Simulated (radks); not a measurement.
Results of a calculation; reference values are marked as such.
Q: Dy35+, 31 electrons, occupied as [Ar] 3d10 4s2 4p1 (the NIST ground configuration). Code: a radial shooting solver on a logarithmic mesh with Libxc functionals. Model: scalar-relativistic Kohn-Sham, r2SCAN, spin-polarised, spherical densities, finite nucleus; open shells are filled with parallel spins first (spin-orbit coupling, left out, can overturn this in heavy ions); meta-GGA in the generalised Kohn-Sham scheme; Fermi nuclear charge, rms radius 5.2218 fm. Some entries of the table are withheld. Estimate them.

orbital,occ.,eigenvalue (eV),r(max) (bohr),<r^2> (bohr^2)
1s up,1,-55187.92,0.01338,0.0006095
1s down,1,-55186.64,0.01338,0.0006095
2s up,1,-10402.90,0.07594,0.009484
2s down,1,-10402.61,0.07594,0.009483
2p up,3,-9393.200,0.06162,0.007675
2p down,3,-9392.340,0.06163,0.007675
3s up,1,-3369.045,0.2135,0.06072
3s down,1,-3368.314,0.2135,0.06071
3p up,3,-3056.191,(1),0.06050
3p down,3,-3055.187,(2),0.06047
3d up,5,(3),0.1706,0.04989
3d down,5,(4),0.1706,0.04986
4s up,1,-1581.634,0.4597,(5)
4s down,1,-1573.881,0.4595,(6)
4p up,1,-1463.187,0.4700,0.2578
4p down,0,-1455.587,0.4700,0.2577

A: 
(1) 3p up r(max) (bohr): 0.2094
(2) 3p down r(max) (bohr): 0.2094
(3) 3d up eigenvalue (eV): -2663.987
(4) 3d down eigenvalue (eV): -2662.908
(5) 4s up <r^2> (bohr^2): 0.2454
(6) 4s down <r^2> (bohr^2): 0.2454
